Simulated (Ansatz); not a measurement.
Basis-set series for BGeH6P, SMILES `[BH2][GeH2][PH2]`. The species carries charge 0 and has multiplicity 1. All single points use the PBE0-D4/def2-TZVP geometry. It is one conformer, not always the lowest.

```tsv
functional	basis	functions	energy (Eh)	HOMO (eV)	LUMO (eV)
PBE0-D4	def2-SVP	94	-2445.95273	-7.43	-2.49
PBE0-D4	def2-TZVPP	205	-2446.36294	-7.48	-2.54
ωB97M-V	def2-SVP	94	-2446.20462	-9.43	-0.46
ωB97M-V	def2-TZVPP	205	-2446.61817	-9.51	-0.62
```

(1) Give the rows for def2-QZVPP. (Estimate.)

Answers

(1) Ansatz gave: 
```tsv
functional	basis	functions	energy (Eh)	HOMO (eV)	LUMO (eV)
PBE0-D4	def2-QZVPP	396	-2446.42022	-7.49	-2.55
ωB97M-V	def2-QZVPP	396	-2446.67383	-9.52	-0.67
```

Scalar relativity is left out up to krypton.
